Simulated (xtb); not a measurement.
CuCl₂, SMILES [Cl][Cu-][Cl], charge -1, multiplicity 1. All values are semi-empirical tight-binding results from xtb (GFN2-xTB unless named), good for trends rather than for accurate numbers. The structure is a stationary point at GFN2-xTB. The spin state was assumed, not searched.

Optimised geometry:

```xyz
3

Cu     0.0000     0.0000     0.0000
Cl     0.0000     0.0000     2.0847
Cl     0.0000     0.0000    -2.0847
```
Charge -1, spin multiplicity 1.

For metal compounds this method's bond lengths and energies can be far off.

```json
{
 "point_group_as_xtb_finds_it": "D∞h",
 "orbital_gap": "8.05 eV",
 "zero_point_energy": "1.1 kcal/mol",
 "G − E(el) at 298.15 K (modified RRHO)": "-15.4 kcal/mol"
}
```

Computed atomic charges and the Wiberg bond orders between heavy atoms:
charges (e) Cu1 0.24, Cl2 -0.62, Cl3 -0.62. Bond orders Cu1–Cl2 0.63, Cu1–Cl3 0.63.
